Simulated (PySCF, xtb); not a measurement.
C7H2F4N2O2, SMILES Fc1ccc(-c2nnc(C(F)(F)F)o2)o1.

Geometry: B3LYP-D3(BJ)/def2-SVP. This is a generated structure with no PubChem entry under its InChIKey; it may be hypothetical. Other conformers were not sampled.

Calculation: C-PCM-M06-2X/def2-SVP (PySCF).

The values are the electrostatic part of the solvation free energy, E(continuum) − E(gas) at the gas-phase geometry, in a cavity of scaled van der Waals radii (PySCF's table); cavitation and dispersion terms are not included. In vacuum the orbital gap is 7.08 eV. The dipole moment in vacuum is 3.73 D.

```csv
solvent,ε,ΔG(elec) (kcal/mol),dipole (D),gap (eV)
water,78.36,-6.4,4.69,7.01
diethylether,4.24,-4.8,4.42,7.03
cyclohexanone,15.62,-6.0,4.62,7.02
```

For comparison, GFN2-xTB/ALPB(water) (xtb, at the GFN2-xTB geometry, all terms of that model) gives -4.3 kcal/mol.
